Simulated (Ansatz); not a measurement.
Computed with Ansatz on PBE0-D4/def2-TZVP structures; ΔE is electronic, products minus reactants. CCSD(T)/CBS adds triple-zeta CCSD(T) − MP2 to the extrapolated MP2 energy (def2 sets, frozen cores). This one scheme is used for every species, atoms too. Functionals use def2-TZVPP. B3LYP here is the variant with VWN-RPA as its local correlation; programs differ in this. No spin–orbit coupling; open shells (•) take unrestricted orbitals. Spin–orbit coupling would lower the free atoms: a little for C, Cl, O, Si. One conformer a species, not always the lowest.

Reaction (atomization): `C=CO[Si](Cl)(Cl)Cl` → 2 C• + 3 Cl• + 3 H• + O• + Si•

`C=CO[Si](Cl)(Cl)Cl`:

Cartesian coordinates in Å:
```
C -0.830 -0.553 1.383
C 0.460 -0.546 1.090
O 1.029 -0.070 -0.053
Si 0.393 0.599 -1.384
Cl -0.602 2.307 -0.941
Cl 1.951 1.009 -2.598
Cl -0.879 -0.681 -2.306
H -1.591 -0.166 0.717
H -1.147 -0.964 2.331
H 1.215 -0.935 1.763
```

```tsv
level	ΔE (kJ/mol)	difference from CCSD(T)/CBS
ωB97X-V	3979.0	7.9
B2PLYP	3901.5	-69.6
r2SCAN	3990.6	19.5
PBE0	3956.4	-14.7
B3LYP	3872.2	-98.9
SCS-MP2/def2-TZVPP	3909.5	-61.6
CCSD/def2-TZVPP	3762.8	-208.3
CCSD(T)/def2-TZVPP	3843.3	-127.8
HF/def2-QZVPP	2886.6	-1084.5
MP2/def2-QZVPP	4063.0	91.9
CCSD(T)/CBS	3971.1	0
```

Largest T1 diagnostic among the species: 0.012.

In def2-TZVPP, CCSD(T) changes the Hartree–Fock value by +963.6 kJ/mol (the triples alone add +80.5 kJ/mol) and MP2 by +1107.5 kJ/mol; breaking electron pairs costs correlation energy, which Hartree–Fock lacks. The D4 term adds +62.7 kJ/mol with B3LYP and +33.2 kJ/mol with PBE0; it sums over pairs of atoms, weighted by their polarisabilities, and B3LYP, whose exchange is more repulsive, gets the larger term. From PBE to PBE0 (25 % exact exchange), in def2-TZVPP and without D4, ΔE moves by −75.2 kJ/mol: exact exchange takes away binding that semilocal exchange gives to molecules.

For atomizations the MP2-based limit and the directly extrapolated one differ by several kJ/mol either way, and by 10 to 25 for some Ge, Se and Sn compounds, so smaller differences from it don't rank the levels.
